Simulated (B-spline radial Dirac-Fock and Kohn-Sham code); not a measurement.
# Dipole and non-dipole photoemission parameters of Tc 4d3/2

System: the Tc atom, configuration [Kr] 4d5 5s2; threshold 10.17 eV (orbital energy of the model). Method: Dirac-Hartree-Slater photoionisation with a Latter tail; cross sections with all multipoles, angular parameters from the dipole term and its interference with E2. Computed with a radial atomic solver.

The run's input, task.json:

```json
{"items": [{
  "Z": 43,
  "q": 0,
  "cfg": [[1, 0, 2], [2, 0, 2], [2, 1, 6], [3, 0, 2], [3, 1, 6], [3, 2, 10], [4, 0, 2], [4, 1, 6], [4, 2, 5], [5, 0, 2]],
  "A": 97,
  "rrms": 4.4112,
  "do": "xps",
  "hv": [60.9, 64.5, 80, 86.9, 94.1, 99.5, 119.0, 149.0, 300, 503.0, 600, 731.0, 768.0, 950.0, 1000, 1040.0, 1486.9, 1990.0, 2000, 2480.0, 3190.0, 4000, 4240.0, 5050.0, 5310.0, 7070.0, 8330.0, 12000, 12900.0],
  "edges": {"K": 21044.0, "L1": 3043.0, "L2": 2793.0, "L3": 2677.0, "M1": 544.0, "M2": 447.6, "M3": 417.7, "M4": 257.6, "M5": 253.9, "N1": 69.5}
}]}
```

Launch: `python xray2_run.py task.json out`

For linearly polarised light dσ/dΩ = σ/(4π) [1 + β P₂(cos θ) + (δ + γ cos²θ) sin θ cos φ], with θ from the polarisation vector and φ the angle between the beam and the projection of the electron momentum on the plane normal to the polarisation.

```tsv
hν (eV)	σ (kb)	β	γ	δ
60.9	787	1.572	-0.004	0.006
64.5	545	1.705	-0.003	0.006
80	110	1.933	0.063	-0.001
86.9	61.6	1.332	0.155	-0.016
94.1	45.5	0.155	0.249	-0.036
99.5	45.2	-0.516	0.266	-0.044
119	71.2	-0.583	0.161	-0.036
149	107	0.079	0.064	-0.022
300	82.4	0.999	-0.023	0.003
503	34.5	1.245	0.019	0.018
600	23.8	1.285	0.054	0.023
731	15.2	1.309	0.106	0.029
768	13.6	1.312	0.122	0.030
950	8.02	1.311	0.197	0.037
1000	7.03	1.308	0.217	0.039
1040	6.34	1.305	0.233	0.041
1486.9	2.38	1.252	0.400	0.057
1990	0.998	1.180	0.560	0.076
2000	0.983	1.178	0.563	0.076
2480	0.499	1.111	0.689	0.095
3190	0.218	1.022	0.838	0.123
4000	0.100	0.937	0.970	0.155
4240	?	?	?	?
5050	0.0439	0.847	1.099	0.197
5310	0.0366	0.827	1.127	0.207
7070	0.0127	0.717	1.273	0.273
8330	0.00678	0.656	1.349	0.318
12000	0.00162	0.525	1.488	0.442
12900	0.00121	0.500	1.510	0.470
```

**Question.** Give the values at 4240 eV.

**Answer.** σ = 0.0819 kb, β = 0.914, γ = 1.003, δ = 0.165.
